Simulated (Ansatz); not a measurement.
Species: CH₃Zn, net charge 1, singlet state. 
Coordinates optimised at B3LYP-D3(BJ)/def2-TZVP (Ansatz, a first-principles code):
```
C
H 1 1.0864
H 1 1.0864 2 114.63
H 1 1.0864 2 114.63 3 -135.60
Zn 1 2.0125 2 103.63 3 112.20
```
Charge +1, spin multiplicity 1.

Total electronic energies in hartree. Valence correlation only, unless marked. Spin-orbit coupling is left out. Frozen are the shells of the preceding noble gas and the d and f shells that filled before the atom's block. Non-relativistic. CBS marks a two-point X^-3 extrapolation of the correlation energy; Hartree-Fock from the larger set.

The Hartree-Fock reference is unstable (checked in the largest basis), which strains HF and MP2. 

```
level                                      program  energy (Eh)
----------------------------------  --------------  -----------
PBE-D4/def2-TZVPD                   Ansatz + dftd4  -1818.68581
revPBE-D3(BJ)/def2-TZVPD            Ansatz + dftd3  -1818.89066
revPBE-D4/def2-TZVPD                Ansatz + dftd4  -1818.89064
r2SCAN/def2-TZVPD                           Ansatz            …
PBE0-D3(BJ)/def2-TZVPD              Ansatz + dftd3  -1818.71013
MP2/CBS(def2-TZVPP,def2-QZVPP)              Ansatz   -1817.9252
SCS-MP2/def2-SVPD                           Ansatz  -1817.27532
CCSD/def2-TZVPPD                            Ansatz  -1817.77890
CCSD(T)/CBS(def2-TZVPP,def2-QZVPP)          Ansatz   -1817.9130
```

Complete the blanks.


- r2SCAN/def2-TZVPD, energy (Eh): -1818.96248
